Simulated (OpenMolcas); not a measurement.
## Cr2+ in CsCaBr3: curves along the breathing mode

Cr2+ with its 6 nearest bromide ions, on the Ca site of CsCaBr3 (a = 5.69 Å, distance in the model lattice 2.845 Å). The rest of the host is ab initio model potentials to 7.6 Å, with orthogonalisation functions on the cations behind the ligands, and point charges beyond; the distance is set by hand and nothing relaxes. Ligand basis ANO-RCC-VDZP.

- Program: OpenMolcas 26.06
- Method: CASSCF
- Basis: ANO-RCC-VDZP [5s4p2d1f]
- Scalar Hamiltonian: DKH2, point nucleus
- Active space: 4 electrons in 5 orbitals (3d)
- State averaging: 2S+1 = 5 even, 5 roots; 2S+1 = 3 even, 45 roots; 2S+1 = 1 even, 50 roots
- Spin-orbit coupling: RASSI with atomic mean-field integrals over the reference wave functions

Spin-free energies (labels of O, the rotations of Oh) in cm-1 above the lowest fitted minimum, as all ligands move together:

```json
{"R (Å)": "2.575", "5E": "3700", "5T2": "10180", "3T1": "18170", "3E": "22630", "3T1(2)": "23730", "3T2": "24260", "3A2": "25850"}
{"R (Å)": "2.636", "5E": "830", "5T2": "6410", "3T1": "16150", "3E": "19850", "3T1(2)": "20960", "3T2": "21420", "3A2": "22980"}
{"R (Å)": "2.697", "5E": "10", "5T2": "4830", "3T1": "16020", "3E": "19090", "3T1(2)": "20230", "3T2": "20600", "3A2": "22150"}
{"R (Å)": "2.757", "5E": "1060", "5T2": "5260", "3T1": "17640", "3E": "20200", "3T1(2)": "21350", "3T2": "21640", "3A2": "23200"}
{"R (Å)": "2.818", "5E": "3960", "5T2": "7610", "3T1": "21010", "3E": "23130", "3T1(2)": "24300", "3T2": "24510", "3A2": "26090"}
{"R (Å)": "2.879", "5E": "8690", "5T2": "11890", "3T1": "26120", "3E": "27880", "3T1(2)": "29060", "3T2": "29190", "3A2": "30810"}
{"R (Å)": "2.939", "5E": "15210", "5T2": "18020", "3T1": "32950", "3E": "34420", "3T1(2)": "35600", "3T2": "35650", "3A2": "37320"}
```

Cubic fits give the following; the wavenumber is harmonic, with the mass of all moving ligands, small differences in it between states hang on the degree of the fit, a number in brackets counts states of one label, and the table is a selection of at most 14 states with clean curves.

```
 State  R0 (Å)  Breathing mode (cm-1)  Minimum (cm-1)
    5E   2.694                    191               0
   5T2   2.715                    196            4740
   3T1   2.672                    185           15870
    3E   2.692                    190           19080
3T1(2)   2.691                    190           20210
   3T2   2.694                    190           20600
   3A2   2.694                    191           22150
   3A1   2.690                    190           23360
3T1(3)   2.710                    195           24060
3T2(2)   2.710                    195           25000
 3E(2)   2.697                    190           25540
   1T2   2.672                    185           25270
3T1(4)   2.706                    194           26460
    1E   2.676                    186           25700
```

The minimum of 5T2 is shifted by +0.0211 Å against 5E (from the unrounded fits). With M = 479.4 u for the moving shell, the Huang-Rhys factor in this mode is S = M ω ΔR² / 2ħ = 0.01483 × 479.4 × 191 × 0.0211² = 0.60. Only the first shell moves, against a rigid host.

An orbital doublet at a regular site is open to a Jahn-Teller distortion, which this geometry leaves out. Without dynamic correlation the repulsion within the d shell is too large (B by tens of per cent), so at a given field states of lower spin stand too high. Ligand-to-metal charge-transfer states are missing. With no ligand orbital active B as a rule stays too high, so bands that hang on it stand too high and its fall with covalency is understated. With metal d orbitals alone and no dynamic correlation the field as a rule comes out too small, by tens of per cent, by up to half for chloride and softer ligands. No measured value stands beside these numbers.
